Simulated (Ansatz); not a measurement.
Stepwise reaction of `[O]=[Nb]([OH])([Cl])[Cl]` with hydrogen fluoride, as a gas-phase model of exchange steps in deposition or etching. ΔE in kJ/mol; ΔG adds harmonic PBE0-D4 terms to CCSD(T)/CBS, at 1 bar.

Calculated with Ansatz (gas phase, PBE0-D4/def2-TZVP geometries, no zero-point term in ΔE). CCSD(T)/CBS adds triple-zeta CCSD(T) − MP2 to the extrapolated MP2 energy (def2 sets, frozen cores). This one scheme is used for every species. DFT in def2-TZVPP. B3LYP here is the variant with VWN-RPA as its local correlation; programs differ in this. Elements past krypton have def2 core potentials. For Nb outer-core shells are correlated without core-valence functions, which leaves a few kJ/mol of doubt a bond. Each species was taken in one conformer, which may not be the lowest.

```csv
step,reaction,PBE-D4,B3LYP-D4,ωB97M-V,CCSD(T)/CBS,ΔG(400 K)
1,`[O]=[Nb]([OH])([Cl])[Cl]` + H–F → `[O]=[Nb]([OH])([F])[Cl]` + HCl,-9.9,-10.6,-13.2,0.0,-6.1
2,`[O]=[Nb]([OH])([F])[Cl]` + H–F → `[O]=[Nb]([OH])([F])[F]` + HCl,-10.8,-11.8,-13.7,-1.5,-7.6
```

(1) By hand: ΔE of the 2 steps together at CCSD(T)/CBS.

## Answers

(1) (0.0) + (-1.5) = -1.5 kJ/mol, or -0.8 kJ/mol a step.

In ΔE the steps differ by no more than 1.5 kJ/mol. ΔG lies between -7.6 and -6.1 kJ/mol a step. PBE-D4 differs from CCSD(T)/CBS by -9.9 to -9.3 kJ/mol a step. Isolated molecules leave out the surface, adducts and barriers. Largest T1 diagnostic: 0.022.
